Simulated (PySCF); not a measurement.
## Rh (rhodium, neutral) across methods

[Kr] 4d8 5p1, one real determinant (an excited configuration). Computed with PySCF 2.14 in x2c-QZVPPall, with the spin-free X2C one-electron Hamiltonian (Gaussian nucleus).

```json
{"method": "UHF", "E (hartree)": "-4781.13584", "mean ε 4d α (eV)": "-14.382", "mean ε 4d β (eV)": "-12.754", "mean ε 5p α (eV)": "-3.334", "Σ⟨r²⟩ (bohr²)": "69.69", "⟨S²⟩": "3.754"}
{"method": "r2SCAN", "E (hartree)": "-4783.54", "mean ε 4d α (eV)": "-8.327", "mean ε 4d β (eV)": "-7.119", "mean ε 5p α (eV)": "-2.132", "Σ⟨r²⟩ (bohr²)": "63.20", "⟨S²⟩": "3.752"}
{"method": "PBE", "E (hartree)": "-4783.14", "mean ε 4d α (eV)": "-8.114", "mean ε 4d β (eV)": "-6.958", "mean ε 5p α (eV)": "-2.075", "Σ⟨r²⟩ (bohr²)": "63.82", "⟨S²⟩": "3.751"}
{"method": "LDA", "E (hartree)": "-4778.34", "mean ε 4d α (eV)": "-8.262", "mean ε 4d β (eV)": "-7.070", "mean ε 5p α (eV)": "-2.118", "Σ⟨r²⟩ (bohr²)": "62.94", "⟨S²⟩": "3.750"}
{"method": "wB97M-V", "E (hartree)": "-4783.19", "mean ε 4d α (eV)": "-12.252", "mean ε 4d β (eV)": "-11.101", "mean ε 5p α (eV)": "-3.607", "Σ⟨r²⟩ (bohr²)": "64.63", "⟨S²⟩": "3.751"}
{"method": "PBE0", "E (hartree)": "-4783.21", "mean ε 4d α (eV)": "-9.822", "mean ε 4d β (eV)": "-8.565", "mean ε 5p α (eV)": "-2.496", "Σ⟨r²⟩ (bohr²)": "64.36", "⟨S²⟩": "3.751"}
{"method": "r2SCANh", "E (hartree)": "-4783.53", "mean ε 4d α (eV)": "-8.994", "mean ε 4d β (eV)": "-7.753", "mean ε 5p α (eV)": "-2.292", "Σ⟨r²⟩ (bohr²)": "63.42", "⟨S²⟩": "3.752"}
```

Question: Estimate the same row for BHandHLYP.

Answer: E (hartree) = -4783.52; mean ε 4d α (eV) = -11.422; mean ε 4d β (eV) = -10.164; mean ε 5p α (eV) = -2.739; Σ⟨r²⟩ (bohr²) = 65.51; ⟨S²⟩ = 3.752.

⟨L²⟩ = 14.06 against 20 for a pure G term, so this real determinant mixes terms.
